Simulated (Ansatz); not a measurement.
A nudged elastic band was laid between two geometries of C2H8Sn + ClH (13 atoms, charge 0, multiplicity 1).

The calculation used RKS B3LYP-D4/def2-mTZVP in Ansatz.

```
movable images  : 5
climbing image  : yes
spring          : 5.0 eV/Å²
optimiser       : quadratic models (default)
start path      : through a guess of the saddle point
force threshold : 0.05 eV/Å
iteration limit : 60
end points      : relaxed
```

Initial state:

```xyz
13
Properties=species:S:1:pos:R:3
Sn -1.195 1.132 0.711
C -0.180 0.078 -0.903
C 0.056 -1.403 -0.611
H -2.899 0.948 0.547
H -0.830 2.810 0.689
H -0.722 0.457 2.219
H 2.601 -0.304 0.680
Cl 2.839 0.879 1.158
H 0.761 0.598 -1.084
H -0.782 0.198 -1.805
H 0.599 -1.891 -1.426
H 0.633 -1.555 0.306
H -0.882 -1.947 -0.481
```

Final state:

```xyz
13
Properties=species:S:1:pos:R:3
Sn -1.011 1.503 1.777
C 0.662 -0.173 -1.393
C 0.388 -1.591 -0.900
H -1.957 0.285 1.045
H -0.529 2.731 0.693
H -1.708 2.121 3.209
H 1.291 0.375 -0.689
Cl 0.991 0.421 2.459
H 1.178 -0.179 -2.357
H -0.265 0.391 -1.529
H -0.233 -2.145 -1.608
H 1.318 -2.148 -0.769
H -0.126 -1.590 0.063
```

(1) What changes between the two ends?

(2) What energy profile does the band end with?

(3) What is the geometry of the highest image?

## Answers

(1) Bonds broken: Sn1–C2, H7–Cl8. Bonds formed: Sn1–Cl8, C2–H7. C2H8Sn + ClH becomes C2H6 + ClH3Sn.

(2) It converged. The highest image is number 2 of 0 to 6, 1.18 eV above the first end and 2.60 eV above the last; the last end lies 1.42 eV below the first. Neighbouring images differ by up to 1.7 eV, so the band resolves the path poorly. A vibrational analysis at the climbing image gives one clearly imaginary mode, 987i cm⁻¹: a first-order saddle point. The orbitals stay closed-shell, which can raise the energy where a bond breaks towards radicals; this wasn't checked here.

```tsv
image	path coordinate (Å)	energy (eV)	Sn1–C2 (Å)	H7–Cl8 (Å)	Sn1–Cl8 (Å)
0	0.00	0.00	2.18	1.30	4.07
1	1.43	0.07	2.19	1.30	3.77
2	2.85	1.18	2.41	1.72	3.05
3	4.22	-0.48	3.11	2.22	2.48
4	5.59	-1.33	3.85	2.65	2.38
5	6.96	-1.40	4.12	3.04	2.37
6	8.34	-1.42	3.96	3.16	2.38
```

(3) 
```xyz
13
Properties=species:S:1:pos:R:3:forces:R:3
Sn -0.839 1.166 0.953 -0.01 -0.01 0.00
C 0.272 -0.020 -0.830 -0.02 0.02 -0.01
C 0.093 -1.513 -0.577 0.01 0.00 -0.01
H -2.371 0.844 0.215 0.01 0.00 0.00
H -0.506 2.829 0.909 0.00 0.00 0.00
H -0.695 0.257 2.377 0.00 0.00 0.00
H 1.021 0.534 0.110 0.01 0.00 0.00
Cl 2.195 1.027 1.259 0.00 0.00 0.00
H 1.182 0.175 -1.410 0.01 0.00 0.01
H -0.509 0.405 -1.466 0.00 -0.01 0.01
H 0.171 -2.079 -1.507 0.00 0.00 0.00
H 0.864 -1.877 0.103 0.00 0.00 0.00
H -0.878 -1.748 -0.137 0.00 0.00 -0.01
```

Run time: 6.4 min on 4 threads of Arm Neoverse N1, with other jobs on the host, peak memory 0.36 GiB.
